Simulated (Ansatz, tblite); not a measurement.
Cost and result up the ladder for Ag2O (the lowest singlet isomer of a short search) (3 atoms). The state is a singlet with charge 0. Geometry: PBE0-D4/def2-TZVP.

```xyz
3

Ag   -1.532   -0.331    0.096
Ag    1.159    0.708   -0.788
O     0.373   -0.377    0.692
```

Ansatz on 4 threads of Arm Neoverse V1 on a shared host; xTB runs through tblite on one thread. Times are rough, summed over both states, and most runs start from the orbitals of an earlier one. ωB97X-V/def2-TZVP serves as the yardstick here, not as an exact answer. The other state is a triplet at its own geometry.

In the def2 sets Ag takes a core potential; there is no spin–orbit coupling. The xTB rows come from tblite. Correlated methods freeze 1 core orbital; core or outer-core shells of Ag are correlated, in sets that lack core-valence functions. The structure comes from a short search, and lower isomers may exist.

Run but left out: HF/STO-3G, BHLYP-D4/def2-TZVP (singlet: restricted singlet, unstable in another Hartree–Fock run and untested here); B2PLYP/def2-TZVP (singlet: restricted singlet, unstable towards broken spin symmetry).

Correlated methods converge slowly with the basis.

xTB has no spin-polarisation term.

```
                          level  functions  wall time  triplet − singlet (eV)  difference from ωB97X-V/def2-TZVP (eV)
                       GFN1-xTB         22    0.004 s                    2.59                                    1.67
                       GFN2-xTB         22    0.005 s                    2.05                                    1.13
            revPBE-D4/def2-TZVP        111      2.2 s                    0.98                                    0.06
               PBE-D4/def2-TZVP        111      2.4 s                    1.04                                    0.12
              RPA@PBE/def2-TZVP        111      4.2 s                    1.22                                    0.30
            r2SCAN-D4/def2-TZVP        111      5.4 s                    0.83                                   -0.09
           r2SCANh-D4/def2-TZVP        111      6.3 s                    0.71                                   -0.20
PBE0-D4/def2-TZVP (with forces)        111      7.3 s                    0.75                                   -0.17
              ωB97X-V/def2-TZVP        111       18 s                    0.92                                    0.00
```
